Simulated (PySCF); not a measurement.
SMILES C[S][Sn]([CH3])([CH3])[S]C, GFN2-xTB optimised geometry.

```
19

C     -2.34    -1.58    -1.89
S     -0.54    -1.57    -2.10
Sn     0.18    -0.49     0.00
C     -0.54    -1.66     1.75
C     -0.61     1.60     0.00
S      2.62    -0.49     0.00
C      3.03    -0.46    -1.77
H     -2.74    -2.04    -2.79
H     -2.72    -0.57    -1.81
H     -2.62    -2.17    -1.03
H     -1.58    -1.41     1.96
H      0.07    -1.40     2.61
H     -0.44    -2.72     1.54
H     -0.45     2.05    -0.97
H     -0.09     2.17     0.76
H     -1.67     1.59     0.22
H      4.09    -0.69    -1.83
H      2.45    -1.21    -2.30
H      2.84     0.53    -2.18
```

Density from PBE0/def2-SVP, def2 effective core potentials past Kr in PySCF at that geometry. The core electrons that the potentials of Sn replace are not part of the density.

Minimum of the electron density along straight lines between bonded atoms, close to the bond critical point (lines longer than 1.1 times the sum of covalent radii, or with two minima, are not listed):

```tsv
bond	length / Å	ρ at the minimum / e bohr⁻³	∇²ρ there / e bohr⁻⁵	position (fraction from the first atom)
C1–S2	1.816	0.177	-0.31	0.46
S2–Sn3	2.465	0.073	(withheld)	0.53
Sn3–C4	2.223	0.091	0.11	0.50
Sn3–C5	2.232	0.089	0.11	0.50
Sn3–S6	2.443	0.076	0.11	0.47
S6–C7	1.820	0.176	-0.30	0.54
C1–H8	1.085	0.280	-1.06	0.64
C1–H9	1.084	0.281	-1.06	0.64
C1–H10	1.084	0.281	-1.06	0.64
C4–H11	1.084	0.274	-1.00	0.63
C4–H12	1.083	0.275	-1.01	0.63
C4–H13	1.085	0.275	-1.01	0.63
C5–H14	1.086	0.274	-1.00	0.63
C5–H15	1.084	0.275	-1.01	0.63
C5–H16	1.084	0.274	-0.99	0.63
C7–H17	1.085	0.280	-1.06	0.64
C7–H18	1.084	0.281	-1.08	0.64
C7–H19	1.084	0.281	-1.07	0.64
```

Problem. Fill in the missing entries.

Solution. 
- S2–Sn3, ∇²ρ there / e bohr⁻⁵: 0.10
